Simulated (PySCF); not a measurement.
## Working out the excitation energy of Ca+

Ca+ [Ar] 4s1 (2S) → Ca+ [Ar] 4p1 (2P). All numbers are calculated (PySCF 2.14, scalar relativity by spin-free X2C-1e, in x2c-TZVPPall). Frozen: [Ne]. Energies in hartree (1 hartree = 27.21139 eV):

```json
{"part": "UHF", "Ca+ (lower)": "-679.431358", "Ca+ (upper)": "-679.323254"}
{"part": "MP2 opposite-spin", "Ca+ (lower)": "-0.123174", "Ca+ (upper)": "-0.119543"}
{"part": "MP2 same-spin", "Ca+ (lower)": "-0.051359", "Ca+ (upper)": "-0.047908"}
```

Q: What does Hartree-Fock give?

A: (-679.323254) − (-679.431358) = 0.108104 hartree = 2.942 eV.

Q: What do MP2 and SCS-MP2 (6/5 opposite-spin, 1/3 same-spin) give?

A: The opposite-spin parts differ by 0.099 eV and the same-spin parts by 0.094 eV. MP2: 2.942 + (0.099) + (0.094) = 3.135 eV. SCS-MP2: 2.942 + 1.2 × (0.099) + (0.094)/3 = 3.092 eV.

Measured between the centres of the two terms (NIST): 3.142 eV, so MP2 (valence and next inner shell) is off by -0.007 eV.

What remains against the reference includes basis incompleteness, the frozen core and correlation beyond second order.
